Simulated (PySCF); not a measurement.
Vertical excitations of a molecule C3H7ClSi from TDA-M06-2X/def2-SVPD (PySCF 2.14.0), as energy in eV (oscillator strength): 6.62 (0.003), 7.06 (0.426), 7.35 (0.124), 7.53 (0.149), 7.76 (0.019), 7.98 (0.069), 8.09 (0.008), 8.18 (0.019), 8.27 (0.021), 8.45 (0.026). Lowest triplet (TDA): 4.49 eV. The structure is a stationary point at PBE0-D3(BJ)/def2-SVP. Other conformers were not sampled.

Problem. Which molecule gave these data?
A. C=CC[SiH2]Cl
B. C/C=C/[SiH2]Cl
C. [SiH3]C/C=C\Cl
D. C/C=C(\[SiH3])Cl

Solution. B, C/C=C/[SiH2]Cl
